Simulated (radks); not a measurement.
The numbers below are computed, except where a source is named.
Excited configurations of Sb: one electron is placed in a higher orbital outside [Kr] 4d10 5s2 5p2. The ground configuration is [Kr] 4d10 5s2 5p3. Level of theory: scalar-relativistic Kohn-Sham, r2SCAN, spin-polarised, spherical densities, finite nucleus; open shells are filled with parallel spins first (spin-orbit coupling, left out, can overturn this in heavy ions); meta-GGA in the generalised Kohn-Sham scheme; Fermi nuclear charge, rms radius 4.6802 fm (a radial shooting solver on a logarithmic mesh with Libxc functionals). Excitation = E - E(ground); binding = E(ion) - E, where the ion is the core of charge +1; n* = 1/sqrt(2 binding) in atomic units, and the quantum defect is n - n*.

| outer orbital | excitation (eV) | binding (eV) | n* | quantum defect | eigenvalue (eV) | <r> (bohr) |
|---|---|---|---|---|---|---|
| 5d | 7.440 | 1.875 | 2.694 | 2.306 | -0.662 | 7.783 |
| 5f | 8.711 | 0.604 | 4.746 | 0.254 | -0.348 | 30.44 |
| 6p | 7.150 | 2.165 | 2.507 | 3.493 | -1.269 | 8.985 |
| 6d | 8.178 | 1.137 | 3.459 | 2.541 | -0.605 | 16.05 |
| 6f | 8.883 | 0.432 | 5.610 | 0.390 | -0.268 | 45.80 |
| 7s | 7.820 | 1.495 | 3.016 | 3.984 | -0.927 | 14.13 |
| 7p | 8.165 | 1.151 | 3.439 | 3.561 | -0.714 | 17.93 |

Estimate the row for 7d.

Answer. excitation (eV) 8.588; binding (eV) 0.727; n* 4.327; quantum defect 2.673; eigenvalue (eV) -0.434; <r> (bohr) 27.43. The Delta-SCF ionisation energy is 9.315 eV (NIST Atomic Spectra Database: 8.608 eV, measured). Self-interaction in the functional shifts the binding energies and quantum defects, so they are the method's values and not measured ones. Open shells are spherical and high-spin; term and fine-structure splittings are not resolved. Spin-orbit splitting is averaged out at the scalar-relativistic level.
